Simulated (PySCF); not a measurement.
# Structure elucidation problem

The spectra below were simulated for a compound C₃H₅F₃O.

1H NMR (300 MHz, computed): δ 3.90 (t, J = 8.3 Hz, 2H), 2.12 (qt, J = 10.1, 8.3 Hz, 2H), -0.33 (br s, 1H).

13C{1H} NMR (computed): δ 134.7 (C, q, J = 342.9 Hz), 62.8 (CH2, q, J = 2.9 Hz), 43.3 (CH2, q, J = 28.8 Hz).

Computational details: shieldings: GIAO KT2/pcSseg-2, PBE0-D3(BJ)/def2-SVP geometry, B3LYP/pcJ-1 coupling constants (spin–dipole term only in couplings to heteroatoms), in PySCF (non-relativistic Hamiltonian, fast rotation and ring inversion assumed for equivalent nuclei, in vacuum, single conformer).

Scale: 1H, 13C against TMS (reference shieldings calculated alike).

Question: Propose a structure and justify it.

Answer: 
1. The formula gives 0 degrees of unsaturation.
2. 3 carbon signals for 3 carbons: no two carbons are equivalent.
3. Carbon types of the structure: 1 × C, 2 × CH2, leaving 1 H on heteroatoms.
4. δC 134.7: CF3 carbon; 3 electronegative neighbours deshield it.
5. δC 62.8: sp3 CH2 bonded to O; pulled downfield by the heteroatom.
6. δC 43.3: sp3 CH2; saturated and bonded to C and H only.
7. δH 3.90: hydrogen on an sp3 CH2 bonded to O; its carbon carries O, hence the downfield position.
8. δH 2.12: hydrogen on an sp3 CH2.
9. δH -0.33: hydrogen on an alcohol oxygen; labile proton, position sensitive to the medium.
10. The protons at 3.90 and 2.12 share a coupling of 8.3 Hz (vicinal).

Structure: CF3(CH2)2OH (OCCC(F)(F)F).

This is the structure that produced the data.

OH/NH shifts are gas-phase values; hydrogen bonding in solution moves them, usually downfield. Common functionals overestimate the size of one-bond C–F couplings by tens of Hz; these are unscaled. Splittings below 1 Hz are ignored in the labels, and close J values are merged. Unscaled 3J(H,H) at this level run about 10 % above measured values. Shifts are as computed. Against solution values, carbons near 30 ppm lie about +3 ppm off and those near 130 ppm about -1 ppm. Of 1211 compounds with measured shifts, 218 miss one by over three times the rms of a fit or turn the order of signals round; such compounds aren't used in these exercises. Couplings to exchangeable protons are dropped. Across freely rotating sp3–sp3 bonds, 3J(H,H) is taken as (2 J gauche + J anti)/3 from the one conformer, which assumes equal rotamer populations.
